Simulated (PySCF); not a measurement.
## Calculated data, AlBH₂N

Computed with PySCF 2.14.0. Calculation on a computer-drawn molecule: vertical ionisation energy to the stated ion spin, frozen-core CCSD(T) at the basis limit and cheaper methods, single-reference cases, UHF for radicals, no spin-orbit; all values are single points at the evaluated structure, the first of each entry, which is the reference or a displaced copy of it and isn't optimised; the reference structure only sets the zero of the energies above reference; triples share is (T) over the correlation energy.

```json
{"formula": "AlBH2N", "evaluated_structure": {"atoms_angstrom": [["B", -1.8718, -2.0465, -0.7562], ["N", -1.2463, -0.9613, -1.0435], ["Al", -0.2751, 0.9115, -1.5242], ["H", -2.4002, -3.0905, -0.5237], ["H", 0.4009, 2.2387, -1.8094]]}, "reference_structure": {"atoms_angstrom": [["B", -1.8637, -2.0399, -0.7602], ["N", -1.279, -0.9461, -1.0297], ["Al", -0.5049, 0.5018, -1.3866], ["H", -2.4026, -3.0476, -0.5121], ["H", 0.2028, 1.8255, -1.7129]]}, "given": {"charge": 1, "multiplicity": 1, "ion_multiplicity": 2, "diffuse_functions": "no", "basis": "cc-pV(n+d)Z", "reference_is": "the Hartree-Fock double-zeta minimum", "best_is": "HF at quadruple zeta + MP2 correlation extrapolated from triple and quadruple zeta + CCSD(T) minus MP2 at triple zeta", "basis_step_is": "the size of the change from the same recipe one zeta lower", "drawn_bonds_atom": [1, 2, 1, 3], "drawn_bonds_other_atom": [2, 3, 4, 5], "drawn_bonds_order": [2, 1, 1, 1]}, "results": {"ionisation_energy_best [eV]": 15.39, "ionisation_energy_basis_step [eV]": 0.02108, "energy_above_reference_best [kcal/mol]": 46.43, "energy_above_reference_basis_step [kcal/mol]": 1.504, "triple_zeta_method": ["HF", "PBE", "r2SCAN", "B3LYP", "wB97X", "MP2", "CCSD", "CCSD(T)"], "triple_zeta_ionisation_energy [eV]": [13.3, 15.47, 15.23, 15.28, 15.08, 15.51, 15.02, 15.25], "triple_zeta_energy_above_reference [kcal/mol]": [56.64, 42.51, 47.46, 47.09, 49.91, 45.14, 47.85, 45.68], "ionisation_energy_Koopmans_at_triple_zeta [eV]": 15.78, "ionisation_energy_EOM_CCSD_at_triple_zeta [eV]": 15.24, "total_energy_HF_triple_zeta [hartree]": -321.9528, "total_energy_CCSD(T)_triple_zeta [hartree]": -322.3343, "total_energy_best [hartree]": -322.3809, "T1_diagnostic_at_triple_zeta": 0.01845, "D1_diagnostic_at_triple_zeta": 0.03816, "ion_T1_diagnostic_at_triple_zeta": 0.01541, "ion_D1_diagnostic_at_triple_zeta": 0.03777, "ion_spin_squared_at_triple_zeta": 0.7644, "triples_share_at_triple_zeta": 0.04974, "basis_functions_triple_zeta": 127}}
```
